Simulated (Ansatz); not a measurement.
Two isomers of CH6AlNSi: A = `[AlH2][N]1C[SiH2]1`, B = `[AlH2]/[N]=C\[SiH3]`.

Gas-phase electronic energies from Ansatz, PBE0-D4/def2-TZVP geometries. CCSD(T)/CBS adds triple-zeta CCSD(T) − MP2 to the extrapolated MP2 energy (def2 sets, frozen cores). Functionals use def2-TZVPP. B3LYP here is the variant with VWN-RPA as its local correlation; programs differ in this.

A:

Z-matrix (Å, degrees):
```
C
N 1 1.493
Si 1 1.826 2 61.1
H 1 1.089 2 115.6 3 112.5
H 1 1.089 2 115.6 3 -112.5
Al 2 1.764 1 137.4 3 180.0
H 3 1.480 1 121.4 2 102.9
H 3 1.480 1 121.4 2 -102.9
H 6 1.584 2 117.0 1 -180.0
H 6 1.585 2 119.1 1 0.0
```

B:

```xyz
10

Al    1.589    0.192   -1.866
N     0.143   -0.108   -0.925
C    -0.855   -0.303   -0.201
Si   -0.850    0.010    1.677
H     2.595   -1.013   -2.035
H     1.757    1.638   -2.478
H    -1.796   -0.676   -0.649
H    -1.893    1.017    2.012
H    -1.183   -1.253    2.390
H     0.493    0.496    2.075
```

Task: Which isomer does CCSD(T)/CBS put lower? Give the gap. (An estimate is asked.)

Result: Ansatz gave: A, by 30.8 kJ/mol.

Task: Give E(B) − E(A) in kJ/mol with PBE0-D4, BLYP-D4, CCSD/def2-TZVPP, PBE-D4, MP2/def2-TZVPP, B3LYP, LDA (SPW92). (Best estimate.)

Result: Ansatz gave: PBE0-D4 36.4, BLYP-D4 5.5, CCSD/def2-TZVPP 26.7, PBE-D4 26.8, MP2/def2-TZVPP 42.2, B3LYP 13.2, LDA (SPW92) 46.1. None reverses the order clearly.

Task: Does the order hold for the free energy at 298.15 K (harmonic terms from PBE0-D4)? (Estimate.)

Result: Ansatz gave: Yes: G(B) − G(A) = +15.6 kJ/mol.

Largest T1 diagnostic: 0.015.

From PBE to PBE0 (25 % exact exchange), in def2-TZVPP and without D4, E(B) − E(A) moves by +9.9 kJ/mol. In def2-TZVPP, CCSD(T) changes the Hartree–Fock value by +21.1 kJ/mol (the triples alone add −0.0 kJ/mol) and MP2 by +36.5 kJ/mol.
